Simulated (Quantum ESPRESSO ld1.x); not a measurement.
All-electron atom: the caesium ion Cs2+ in [Kr] 4d10 5s2 5p4.5 5d0.5 (fractional occupations, a model configuration). All-electron calculation, scalar-relativistic Kohn-Sham, LDA (Slater exchange, Perdew-Wang correlation), spin-polarised, spherical densities, point nucleus; open shells are filled with parallel spins first. Program: ld1.x of Quantum ESPRESSO 7.5.

Normalised radial functions P(r) = r R(r), r in bohr:

```
   r/bohr * 5s up, o 5p down, + 5d up (the largest magnitude, 0.865, reaches the edge; | marks zero, & curves that meet)
 0.001663                             &*
 0.002253                             & *
 0.003054                             & *
 0.004139                             &  *
 0.005565                             &  *
 0.007542                             +o  *
  0.01022                             +o  *
  0.01385                             +o  *
  0.01862                             + o *
  0.02524                             + *o
  0.03421                            *+    o
  0.04636                         *   |+    o
  0.06233                       *     | +   o
  0.08447                      *      |  +o
   0.1145                           * o    +
   0.1552                        o    |    *+
   0.2086                    o        |    +    *
   0.2827                       o     | +    *
   0.3831                        * +  |   o
   0.5193              *      +       |           o
   0.6981                    &        |         o
   0.9462                         o+  |        *
    1.282          o                  |      +                  *
    1.738   o                         |               +          *
    2.337        o                    |                *  +
    3.167                  o          |     *           +
    4.292                          o  |*         +
    5.816                            o*   +
     7.82                             &+
     10.6                             &
```

5s up: eigenvalue -44.479 eV, 4 radial nodes at r = 0.0323, 0.128, 0.340, 0.824 bohr, <r> = 1.69 bohr, 90 % of the charge inside 2.44 bohr. 5p down: eigenvalue -29.196 eV, 3 radial nodes at r = 0.114, 0.342, 0.886 bohr, <r> = 1.97 bohr, 90 % of the charge inside 2.88 bohr. 5d up: eigenvalue -13.502 eV, 2 radial nodes at r = 0.324, 1.04 bohr, <r> = 2.85 bohr, 90 % of the charge inside 4.27 bohr.
